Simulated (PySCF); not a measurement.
A TDDFT job, as run on `Cl[B](Cl)[Ge@H]([Cl])[C](Cl)(Cl)Cl`.

Method: TDDFT wB97X-D/def2-SVPD, vertical, gas phase, core orbitals frozen in the response in PySCF.

Input of the driver that calls PySCF (job settings, then Cartesian coordinates in Å):

```
{"job": {"kind": "uv", "xc": "wB97X-D", "basis": "def2-SVPD", "nstates": 8, "ntriplets": 3}, "charge": 0, "multiplicity": 1}
Cl     2.8810    -0.2984    -1.5769
B      1.8536    -0.5661    -0.2570
Cl     2.0439    -1.9091     0.7540
Ge     0.3091     0.7795     0.1099
Cl     0.3391     1.5901     2.0556
C     -1.4983    -0.1663    -0.0138
Cl    -1.6174    -1.4309     1.2091
Cl    -2.8209     0.9768     0.1855
Cl    -1.6101    -0.9035    -1.6188
H      0.1289     1.9325    -0.8700
```

The self-consistent field part of the output:

```
coarse grid: 58144 points
cycle   1  E = -4900.5594718453  dE =  8.163e-01  |g| = 8.651e-01  |ddm| = 4.439e+00
cycle   2  E = -4900.4289054630  dE =  1.306e-01  |g| = 1.214e+00  |ddm| = 2.573e+00
cycle   3  E = -4900.7609787374  dE = -3.321e-01  |g| = 8.349e-02  |ddm| = 1.454e+00
cycle   4  E = -4900.7622356427  dE = -1.257e-03  |g| = 5.832e-02  |ddm| = 1.963e-01
cycle   5  E = -4900.7630327514  dE = -7.971e-04  |g| = 6.140e-03  |ddm| = 9.858e-02
cycle   6  E = -4900.7630598323  dE = -2.708e-05  |g| = 2.669e-03  |ddm| = 3.149e-02
cycle   7  E = -4900.7630639828  dE = -4.150e-06  |g| = 6.811e-04  |ddm| = 9.904e-03
final grid: 111304 points
cycle   8  E = -4900.7612197353  dE = -2.836e-06  |g| = 1.388e-03  |ddm| = 1.205e-02
cycle   9  E = -4900.7612200393  dE = -3.040e-07  |g| = 9.081e-04  |ddm| = 3.804e-03
cycle  10  E = -4900.7612202161  dE = -1.767e-07  |g| = 2.569e-04  |ddm| = 1.499e-03
cycle  11  E = -4900.7612202340  dE = -1.793e-08  |g| = 7.237e-05  |ddm| = 4.703e-04
cycle  12  E = -4900.7612202378  dE = -3.778e-09  |g| = 3.622e-05  |ddm| = 3.324e-04
cycle  13  E = -4900.7612202383  dE = -5.002e-10  |g| = 7.213e-06  |ddm| = 1.051e-04
converged SCF energy = -4900.7612202383
```

What follows in the output?

```
Static polarisability (au): isotropic 133.495, principal 123.626 130.966 145.894

Singlet excitations
state   eV       nm        f      main configurations
  1   4.5737    271.1   0.01079   H->L 0.64, H-1->L 0.28
  2   5.4462    227.7   0.01197   H-1->L 0.59, H->L 0.30
  3   5.6572    219.2   0.00075   H-6->L 0.64, H-7->L 0.17
  4   6.1853    200.4   0.00054   H-2->L 0.74
  5   6.2988    196.8   0.01379   H->L+1 0.69
  6   6.4322    192.8   0.01692   H-4->L 0.25, H-5->L 0.24, H-7->L 0.21
  7   6.4971    190.8   0.01388   H-3->L 0.64, H-5->L 0.12
  8   6.6641    186.0   0.01462   H-4->L 0.37, H-5->L 0.21, H-8->L 0.08

Triplet excitations (Tamm-Dancoff, eV): 3.9647 5.2276 5.4878
```

The SCF starts on a coarse grid; the energy jumps when the final grid takes over, and dE counts afresh there. The run used 248 basis functions and 13 SCF iterations for the ground state.

Hardware: Arm Neoverse N1, one thread, shared host. Cost: 2.9 min wall (with the writing of density and orbital grids), 1.1 GiB resident at most.

What transition dipole does the oscillator strength of state 6, the strongest, imply?

From f = (2/3)·ΔE·|μ|² in atomic units, ΔE = 0.2364 Eh and f = 0.0169 give |μ| = 0.33 au (0.83 D).

One conformer (not necessarily the lowest) at the GFN2-xTB geometry, without solvent, vibrations or thermal averaging. Relativistic effects, spin–orbit coupling among them, are left out although an element past zinc is present.

wB97X-D is run here without its empirical dispersion term; that term would change no orbital, density or response property at a fixed geometry.
